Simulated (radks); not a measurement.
Zr1.6+, configuration [Kr] 4d2 5s(up 0.4, down 0) (fractional occupations, a model configuration).

Calculated with a radial shooting solver on a logarithmic mesh with Libxc functionals: scalar-relativistic Kohn-Sham, PBE, spin-polarised, spherical densities, finite nucleus; open shells are filled with parallel spins first (spin-orbit coupling, left out, can overturn this in heavy ions); Fermi nuclear charge, rms radius 4.2694 fm.

Energy parts (Ry):
| part | energy |
|---|---|
| total | -7196.00679 |
| kinetic | 7398.94089 |
| electron-nucleus | -17295.54045 |
| Hartree | 2927.94364 |
| exchange-correlation | -227.35087 |

Orbitals (lengths in bohr, moments of r in powers of bohr):
[
 {"orbital": "1s down", "occ.": "1", "eigenvalue (Ry)": "-1310.916", "<1/r>": "41.25", "<r>": "0.03707", "<r^2>": "0.001853"},
 {"orbital": "1s up", "occ.": "1", "eigenvalue (Ry)": "-1310.916", "<1/r>": "41.25", "<r>": "0.03707", "<r^2>": "0.001853"},
 {"orbital": "2s up", "occ.": "1", "eigenvalue (Ry)": "-182.3526", "<1/r>": "9.250", "<r>": "0.1626", "<r^2>": "0.03117"},
 {"orbital": "2s down", "occ.": "1", "eigenvalue (Ry)": "-182.3404", "<1/r>": "9.250", "<r>": "0.1626", "<r^2>": "0.03117"},
 {"orbital": "2p up", "occ.": "3", "eigenvalue (Ry)": "-162.7027", "<1/r>": "9.013", "<r>": "0.1417", "<r^2>": "0.02455"},
 {"orbital": "2p down", "occ.": "3", "eigenvalue (Ry)": "-162.6938", "<1/r>": "9.013", "<r>": "0.1417", "<r^2>": "0.02455"},
 {"orbital": "3s up", "occ.": "1", "eigenvalue (Ry)": "-30.57339", "<1/r>": "3.140", "<r>": "0.4584", "<r^2>": "0.2410"},
 {"orbital": "3s down", "occ.": "1", "eigenvalue (Ry)": "-30.56642", "<1/r>": "3.140", "<r>": "0.4585", "<r^2>": "0.2410"},
 {"orbital": "3p up", "occ.": "3", "eigenvalue (Ry)": "-24.17166", "<1/r>": "2.981", "<r>": "0.4621", "<r^2>": "0.2489"},
 {"orbital": "3p down", "occ.": "3", "eigenvalue (Ry)": "-24.16397", "<1/r>": "2.981", "<r>": "0.4621", "<r^2>": "0.2488"},
 {"orbital": "3d up", "occ.": "5", "eigenvalue (Ry)": "-13.66645", "<1/r>": "2.740", "<r>": "0.4525", "<r^2>": "0.2478"},
 {"orbital": "3d down", "occ.": "5", "eigenvalue (Ry)": "-13.65472", "<1/r>": "2.740", "<r>": "0.4525", "<r^2>": "0.2476"},
 {"orbital": "4s up", "occ.": "1", "eigenvalue (Ry)": "-4.86305", "<1/r>": "1.112", "<r>": "1.216", "<r^2>": "1.677"},
 {"orbital": "4s down", "occ.": "1", "eigenvalue (Ry)": "-4.78045", "<1/r>": "1.120", "<r>": "1.209", "<r^2>": "1.657"},
 {"orbital": "4p up", "occ.": "3", "eigenvalue (Ry)": "-3.24956", "<1/r>": "0.9736", "<r>": "1.370", "<r^2>": "2.153"},
 {"orbital": "4p down", "occ.": "3", "eigenvalue (Ry)": "-3.15172", "<1/r>": "0.9824", "<r>": "1.360", "<r^2>": "2.122"},
 {"orbital": "4d up", "occ.": "2", "eigenvalue (Ry)": "-1.09788", "<1/r>": "0.6453", "<r>": "2.048", "<r^2>": "5.012"},
 {"orbital": "5s up", "occ.": "0.4", "eigenvalue (Ry)": "-1.03177", "<1/r>": "0.3977", "<r>": "3.243", "<r^2>": "11.83"},
 {"orbital": "4d down", "occ.": "0", "eigenvalue (Ry)": "-0.97400", "<1/r>": "0.6512", "<r>": "2.036", "<r^2>": "4.965"}
]

The highest occupied level is 5s up at -14.038 eV. The density falls to 0.001 e/bohr^3 at r = 4.00 bohr. Spin moment in Bohr magnetons: 2.4.
